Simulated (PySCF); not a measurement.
Calculation: M06-2X/def2-TZVP // B3LYP-D3(BJ)/def2-TZVP (PySCF). Gas-phase values, no solvent. 

Reference species (SMILES): `Br[C](Br)Br` (neutral, multiplicity 2).

The dipole moment is 0.19 D.

Changed species: `Br[CH]Br` (radical fragment; the reference has radical fragment).

Q: Give the shifts of the dipole moment.

A: the dipole moment rises by 0.63 D, to 0.82 D.
